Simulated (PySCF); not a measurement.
Cl₅W, SMILES [Cl][W-]([Cl])([Cl])([Cl])[Cl] (connectivity only; charge and spin as stated), charge -1, multiplicity 3.

The structure is a stationary point at PBE-D3(BJ)/def2-SVPD. The spin state was assumed, not searched. The def2 effective core potentials stand for the cores of W; spin–orbit coupling is left out.

Computed with PBE-D3(BJ)/def2-SVPD run with PySCF 2.14.0.

Frequencies are harmonic and unscaled.

Modes within 1.5 cm⁻¹ of each other (mostly degenerate sets) share a row, with their intensities summed.

```json
[
 {"mode": "1–2", "ν (cm⁻¹)": "74", "IR (km/mol)": "2.3", "moving atoms (share of kinetic energy)": "Cl 99 %"},
 {"mode": "3", "ν (cm⁻¹)": "123", "IR (km/mol)": "8.9", "moving atoms (share of kinetic energy)": "Cl 75 %, W 25 %"},
 {"mode": "4–7", "ν (cm⁻¹)": "126", "IR (km/mol)": "4.6", "moving atoms (share of kinetic energy)": "Cl 77 %, W 23 %"},
 {"mode": "8", "ν (cm⁻¹)": "280", "IR (km/mol)": "0.0", "moving atoms (share of kinetic energy)": "Cl 100 %"},
 {"mode": "9", "ν (cm⁻¹)": "283", "IR (km/mol)": "151.8", "moving atoms (share of kinetic energy)": "Cl 76 %, W 24 %"},
 {"mode": "10", "ν (cm⁻¹)": "347", "IR (km/mol)": "0.0", "moving atoms (share of kinetic energy)": "Cl 100 %"},
 {"mode": "11–12", "ν (cm⁻¹)": "359", "IR (km/mol)": "141.3", "moving atoms (share of kinetic energy)": "Cl 75 %, W 25 %"}
]
```
